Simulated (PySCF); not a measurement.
# Correlation energy of Cl⁺ (chlorine, charge +1)

[Ne] 3s1 3p4 4s1, high-spin 5P determinant (an excited configuration). Calculation: PySCF 2.14, in dyall-acv3z; the non-relativistic Hamiltonian (point nucleus). Frozen: 1s2; 14 electrons correlated; the 15 highest virtual orbitals of each spin left out.

MP2 pair energies summed by pair of shells (mhartree):

```json
{"pair": "2p-2p", "energy": "-185.00", "share (%)": "42.8"}
{"pair": "3p-3p", "energy": "-88.67", "share (%)": "20.5"}
{"pair": "2s-2p", "energy": "-58.31", "share (%)": "13.5"}
{"pair": "2p-3p", "energy": "-39.70", "share (%)": "9.2"}
{"pair": "3p-4s", "energy": "-20.24", "share (%)": "4.7"}
{"pair": "3s-3p", "energy": "-11.55", "share (%)": "2.7"}
{"pair": "2s-2s", "energy": "-9.98", "share (%)": "2.3"}
{"pair": "2p-3s", "energy": "-8.03", "share (%)": "1.9"}
{"pair": "2s-3p", "energy": "-6.97", "share (%)": "1.6"}
{"pair": "2s-3s", "energy": "-1.70", "share (%)": "0.4"}
{"pair": "2p-4s", "energy": "-1.38", "share (%)": "0.3"}
{"pair": "3s-4s", "energy": "-0.42", "share (%)": "0.1"}
{"pair": "2s-4s", "energy": "-0.21", "share (%)": "0.0"}
```

Total MP2 correlation energy: -432.16 mhartree.

Same-spin part -122.39 and opposite-spin part -309.76 mhartree; SCS-MP2 scales them by 1/3 and 6/5 to -412.51 mhartree.
